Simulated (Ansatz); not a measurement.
The cluster Ti₂F₂, relaxed as a singlet with RKS r2SCAN-D4/def2-SVP in Ansatz, starting from the GFN2-xTB geometry. Force threshold 0.02 eV/Å.

The restricted singlet is unstable towards broken spin symmetry at other levels; at r2SCAN-D4/def2-SVP this wasn't settled. At r2SCAN-D4/def2-SVP a triplet of charge 0 lies 0.07 eV below the restricted singlet, each at its own geometry. The structure comes from a short search, and lower isomers may exist.

Start:

```xyz
4

Ti    0.429   -1.512    0.364
Ti   -0.588    1.162    0.955
F     1.694    0.713   -0.319
F    -1.535   -0.363   -1.000
```

| step | energy (eV) | largest force component (eV/Å) | SCF passes |
| --- | --- | --- | --- |
| 1 | -51643.6014 | 4.851 | 182 |
| 2 | -51646.5000 | 5.068 | 62 |
| 3 | -51649.1885 | 3.713 | 49 |
| 4 | -51649.8655 | 5.186 | 43 |
| 5 | -51650.4630 | 0.346 | 44 |
| 6 | -51650.4716 | 0.068 | 37 |
| 7 | -51650.4728 | 0.008 | 39 |

Force components are those of the run's own axes.

End:

```xyz
4

Ti    0.2737   -1.0495    0.3638
Ti   -0.4103    0.7500    0.7606
F     1.2364    0.5393   -0.3164
F    -1.0997   -0.2397   -0.8079
```

By distances, no bond broke or formed. The bond that changes most is Ti2–F4, from 2.65 to 1.98 Å (atoms count from 1). A close non-bonded pair moves further: Ti1–Ti2, from 2.92 to 1.97 Å.

No frequencies were taken in this run, so the end may be a saddle point.

Run time 31 s (4 threads of Arm Neoverse V1 on a shared host).
